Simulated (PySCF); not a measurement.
Some computed properties have been withheld. Give your best values.

Compound: PhCHFCH2OH, C₈H₉FO.
InChI=1S/C8H9FO/c9-8(6-10)7-4-2-1-3-5-7/h1-5,8,10H,6H2/t8-/m0/s1

Conformer (atom-mapped SMILES and torsion angles): `[OH:1][CH2:2][C@H:3]([F:4])[c:5]1[cH:6][cH:7][cH:8][cH:9][cH:10]1`: O1–C2–C3–F4 -65°, C2–C3–C5–C6 98°, H–O1–C2–C3 57°.

```tsv
property	level	value
point group of the GFN2-xTB geometry	GFN2-xTB	?
rotational constants A, B, C of the GFN2-xTB geometry	GFN2-xTB	3.077, 0.782, 0.683 GHz
dipole moment	PBE0/pcSseg-1	?
HOMO energy	PBE0/pcSseg-1	?
LUMO energy	PBE0/pcSseg-1	-0.48 eV
13C chemical shifts (computed TMS as zero) by class	GIAO PBE0/pcSseg-1	?
1H chemical shifts (computed TMS as zero) by class	GIAO PBE0/pcSseg-1	?
isotropic shieldings of nuclei other than C and H, by class	GIAO PBE0/pcSseg-1	302 (1 O), 404 (1 F) ppm
```

Electronic properties: PySCF, gas phase, density fitting. One conformer (not necessarily the lowest) at the GFN2-xTB geometry, without solvent or vibrations. NMR classes are plain means over equivalent atoms (diastereotopic ones count apart unless rotation or inversion swaps them), as if these changed places fast; in this geometry the members of some classes differ.

(1) The point group of the GFN2-xTB geometry?

(2) The dipole moment?

(3) Give the HOMO energy.

(4) What are the 1H chemical shifts (computed TMS as zero) by class?

(5) Give the 13C chemical shifts (computed TMS as zero) by class.

Answers

(1) C1.

(2) 1.49 D.

(3) -7.32 eV.

(4) 7.72 (2 H), 7.62 (1 H), 7.61 (2 H), 5.86 (1 H), 4.01 (1 H), 3.74 (1 H), 1.69 (1 H) ppm.

(5) 143.9 (1 C), 134.1 (2 C), 133.4 (1 C), 129.7 (2 C), 101.9 (1 C), 75.8 (1 C) ppm.

The dipole equals about 5.0 × 10⁻³⁰ C·m (1 D = 3.33564 × 10⁻³⁰ C·m). The rotational constants make it an asymmetric top with κ = (2B − A − C)/(A − C) = -0.92, nearer the prolate limit (−1). A dipole of 1.49 D is allowed in C1, and pure rotational transitions are dipole-allowed. With B = h/(8π²I), that is 505.379 GHz u Å² over I, the principal moments of inertia are 164.2, 646.2 and 740.5 u Å² (most abundant isotopes); the inertial defect Ic − Ia − Ib is -69.9 u Å² (zero for a rigid planar frame, negative otherwise).
